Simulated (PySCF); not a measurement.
Zr(H)3(SH) (H4SZr), SMILES [SH][ZrH3], multiplicity 1. Coordinates come from a PBE-D3(BJ)/def2-TZVP optimisation. The multiplicity is an assumed one; other spin states were not compared. The def2 effective core potentials stand for the cores of Zr; spin–orbit coupling is left out.

**Question.** Give the equilibrium geometry at PBE-D3(BJ)/def2-TZVP (PySCF confirms it by a frequency run) as bond lengths and angles, and its point group. (The exact figures need the calculation; the answer reports its results.)

**Answer.** point group Cs.
Atoms: Zr1 H2 H3 H4 S5 H6. Bonded distances (Å): Zr1–H2 1.859, Zr1–H3 1.855, Zr1–H4 1.855, Zr1–S5 2.403, S5–H6 1.369. Angles (°): H2–Zr1–H3 112.5, H2–Zr1–H4 112.5, H2–Zr1–S5 106.7, H3–Zr1–H4 110.3, H3–Zr1–S5 107.2, H4–Zr1–S5 107.2, Zr1–S5–H6 82.2.
Charge 0, spin multiplicity 1.
